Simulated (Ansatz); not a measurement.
Mulliken charges of AlH6NOSi, SMILES `N[SiH2][AlH][OH]` from r2SCAN/def2-TZVPP in Ansatz (PBE0-D4/def2-TZVP geometry).

| atom | x (Å) | y (Å) | z (Å) | charge (e) |
| --- | --- | --- | --- | --- |
| N1 | -1.541 | 0.821 | -0.642 | -0.448 |
| Si2 | -0.863 | -0.692 | -0.120 | 0.180 |
| Al3 | 1.503 | -0.659 | 0.605 | 0.544 |
| O4 | 2.359 | 0.813 | 0.539 | -0.435 |
| H5 | -1.246 | 1.211 | -1.524 | 0.151 |
| H6 | -1.687 | 1.554 | 0.034 | 0.150 |
| H7 | -1.027 | -1.646 | -1.258 | -0.083 |
| H8 | -1.725 | -1.192 | 0.993 | -0.083 |
| H9 | 2.354 | -1.885 | 1.144 | -0.161 |
| H10 | 1.957 | 1.623 | 0.231 | 0.184 |

By hand: the dipole of these point charges (1 e Å = 4.8032 D).

Σ q r = (0.095, 0.049, 0.016) e Å, of length 0.108 e Å = 0.52 D.

How does the dipole of the full density compare? (Best estimate.)

Computed: (-0.176, 0.400, -0.144) e Å, 2.21 D; the point charges give 0.24 times that, at 89° from its direction.

Point charges leave out the atoms' own dipoles, such as those of lone pairs, and Mulliken's split depends on the basis, so the two needn't agree.
